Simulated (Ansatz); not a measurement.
**Redistribution: CH3F + C2HFI2 → CH2FI + C2H2FI**

Gas-phase species: CH3F (fluoromethane) `CF`, singlet; C2HFI2 `F/C(I)=C\I`, singlet; CH2FI `FCI`, singlet; C2H2FI `F/C=C/I`, singlet. The partners trade H for I; both sit on C, so the bond types are kept.

Shapes, held fixed at every level: PBE0-D4/def2-TZVP. Programs: Ansatz 0.2.0. The zero-point and thermal change to 298 K, harmonic and unscaled (PBE0-D4/def2-TZVP), is +0.4 kJ/mol.

```csv
level,kind,ΔH(298 K) (kJ/mol),less CCSD(T)/def2-TZVPP
HF/def2-SVP,Hartree–Fock,-11.4,-11.9
PBE-D4/def2-TZVPP,GGA,+0.5,0.0
B3LYP-D4/def2-TZVPP,global hybrid,+0.3,-0.2
wB97M-V/def2-TZVPP,range-separated hybrid,-2.6,-3.1
B2PLYP/def2-TZVPP,double hybrid,-0.9,-1.4
MP2/def2-SVP,perturbation theory,+7.1,+6.6
CCSD(T)/def2-TZVPP,coupled cluster or CI,+0.5,0.0
```

The highest level, CCSD(T)/def2-TZVPP, gives ΔH(298 K) = +0.5 kJ/mol; the levels span -11.4 to +7.1. That is about zero within the method's error. They disagree on the sign: 4 of 7 are positive. The column of differences is taken from that level and isn't an error. No measured value is set beside it here. For atoms past krypton def2 sets carry core potentials with scalar relativity. Outer-core shells of I are correlated, in sets that cover them unevenly.
